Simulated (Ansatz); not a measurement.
Reaction (ligand exchange at the Si–S bond): `C[SiH2]SSC` + `CBN` → `CBN[SiH2]C` + `CSS`

Program: Ansatz. Geometries: PBE0-D4/def2-TZVP. ΔE: electronic, gas phase. CCSD(T)/CBS is the MP2 limit (def2-TZVPP, def2-QZVPP) plus CCSD(T) − MP2 in def2-TZVPP, frozen cores. Functionals use def2-TZVPP. B3LYP here is the variant with VWN-RPA as its local correlation; programs differ in this. HSE06 is defined as in plane-wave codes. Each species was taken in one conformer, which may not be the lowest.

`C[SiH2]SSC`:

```xyz
13

C     1.652    1.320   -0.961
Si   -0.182    1.007   -0.945
S    -0.647   -1.068   -1.255
S     0.207   -1.782    0.477
C    -1.172   -1.702    1.632
H     2.081    1.053   -1.929
H     2.142    0.726   -0.187
H     1.858    2.376   -0.769
H    -0.866    1.724   -2.057
H    -0.779    1.435    0.349
H    -1.513   -0.675    1.762
H    -0.790   -2.079    2.584
H    -1.993   -2.335    1.297
```

`CBN`:

```xyz
9

C     0.999   -0.095    0.613
B    -0.349    0.470    0.044
N    -1.110   -0.235   -0.883
H     0.949   -0.174    1.705
H     1.821    0.600    0.408
H     1.280   -1.075    0.217
H    -0.770    1.539    0.395
H    -1.976    0.109   -1.259
H    -0.844   -1.138   -1.240
```

`CBN[SiH2]C`:

```xyz
15

C    -0.827    1.053   -1.512
B    -1.105   -0.465   -1.230
N    -0.759   -1.093   -0.020
Si    0.023   -0.389    1.376
C     1.812    0.024    1.054
H    -1.743    1.548   -1.851
H    -0.429    1.626   -0.671
H    -0.121    1.146   -2.346
H    -1.631   -1.141   -2.076
H    -0.982   -2.075    0.053
H    -0.704    0.837    1.800
H    -0.082   -1.403    2.461
H     1.904    0.748    0.241
H     2.274    0.454    1.946
H     2.372   -0.872    0.776
```

`CSS`:

```xyz
7

C    -0.894    0.177    0.333
S     0.263   -1.187    0.115
S     2.049   -0.239   -0.129
H    -0.980    0.768   -0.579
H    -0.593    0.810    1.167
H    -1.860   -0.281    0.557
H     2.014   -0.049   -1.464
```

Question: Is it downhill or uphill in electronic energy at CCSD(T)/CBS, and by how much? (Estimate.)

Answer: The calculation gave: Uphill: ΔE = +22.7 kJ/mol.

Question: What do these levels give: PBE-D4, B97M-V, PBE0-D4, HSE06-D4, B3LYP, CCSD/CBS(def2)? (Estimate.)

Answer: The calculation gave: PBE-D4 32.5, B97M-V 23.5, PBE0-D4 29.5, HSE06-D4 29.7, B3LYP 20.1, CCSD/CBS(def2) 19.8 kJ/mol.

Largest T1 diagnostic among the species: 0.011.

Leaving LDA and LC-ωPBE aside and taking each functional with its dispersion term where it has one, the values, not all of them listed here, spread over 14.4 kJ/mol, from CAM-B3LYP-D4 to PBE-D4. From BLYP to BHLYP (50 % exact exchange), in def2-TZVPP and without D4, ΔE moves by −5.7 kJ/mol. In def2-TZVPP, CCSD(T) changes the Hartree–Fock value by +9.9 kJ/mol (the triples alone add +2.9 kJ/mol) and MP2 by +14.3 kJ/mol.
